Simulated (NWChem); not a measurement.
System: CH3Si cation, singlet

```xyz
5

C      0.0000     0.0000     1.0733
Si     0.0000     0.0000    -0.7501
H     -0.5142    -0.9068     1.4822
H     -0.5282     0.8987     1.4822
H      1.0424     0.0081     1.4822
```
Atoms are numbered in this order, from 1.

Results from NWChem. Pople sets run with spherical d functions. Low-valent species are run as closed-shell singlets; no triplet was tried in these runs. Geometry: optimised at PBE-D3(BJ)/def2-SVP. Atomic charges in e: unrestrained fits to the electrostatic potential beside Mulliken populations; buried atoms are poorly determined by the fit.

For level Hartree-Fock/6-31G*:

```
Item          Result
------------  ------
ESP C1          0.22
Mulliken C1    -0.95
Mulliken Si2    1.06
```

Q: What are these values for level B3LYP/def2-SVP?

A: 
* **ESP C1**: 0.10
* **Mulliken C1**: -0.38
* **Mulliken Si2**: 0.89
